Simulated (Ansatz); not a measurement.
Reactions of `FC(Cl)(Cl)Cl`.

Gas-phase electronic energies from Ansatz, PBE0-D4/def2-TZVP geometries. CCSD(T)/CBS is the MP2 limit (def2-TZVPP, def2-QZVPP) plus CCSD(T) − MP2 in def2-TZVPP, frozen cores. This one scheme is used for every species, atoms too. Functionals use def2-TZVPP. No spin–orbit coupling; open shells (•) take unrestricted orbitals. Spin–orbit coupling would lower the free atoms: a little for C, Cl, F. For Br outer-core shells are correlated without core-valence functions, so the limit isn't a true one: a few kJ/mol of doubt a bond, and 10 to 20 or more in all where bonds break to atoms. Scalar relativity is left out up to krypton.

```csv
reaction,CCSD(T)/CBS(def2) (kJ/mol)
`FC(Cl)(Cl)Cl` + `C#N` → `N#CC(Cl)(Cl)Cl` + H–F,-19
`FC(Cl)(Cl)Cl` + H₂ → `FC(Cl)Cl` + HCl,?
`FC(Cl)(Cl)Cl` + HBr → `FC(Cl)(Cl)Br` + HCl,-2
`FC(Cl)(Cl)Cl` → `F[C](Cl)Cl`• + Cl•,?
`FC(Cl)(Cl)Cl` → C• + 3 Cl• + F•,1470
`FC(Cl)(Cl)Cl` + HBr → `ClC(Cl)(Cl)Br` + H–F,3
```

(1) Fill in the missing values. (Best estimate.)

Largest T1 diagnostic: 0.015, for `F[C](Cl)Cl`•.

## Answers

(1) Ansatz gave: `FC(Cl)(Cl)Cl` + H₂ → `FC(Cl)Cl` + HCl: -105.3 kJ/mol; `FC(Cl)(Cl)Cl` → `F[C](Cl)Cl`• + Cl•: +324.9 kJ/mol.
